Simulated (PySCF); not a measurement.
A structure optimised at PBE0-D3(BJ)/def2-SVP, used in a PySCF frequency run:

```xyz
11

N      3.8010     1.0631    -0.6382
C      2.6544     0.9585    -0.5045
C      1.2433     0.8482    -0.3412
C      0.6391    -0.3061    -0.0423
S     -1.1192    -0.3488     0.0874
O     -1.5959    -1.4926    -0.6656
O     -1.6296     0.9867    -0.1077
O     -1.2855    -0.7109     1.6556
H      0.6402     1.7556    -0.4653
H      1.1474    -1.2639     0.0937
H     -1.6201    -1.6204     1.7108
```

Question: Write its SMILES and formula.

Answer: N#C/C=C/S(=O)(=O)O, C3H3NO3S

Question: What are its rotational constants (standard atomic weights)?

Answer: 4.5991, 0.87596, 0.86188 GHz
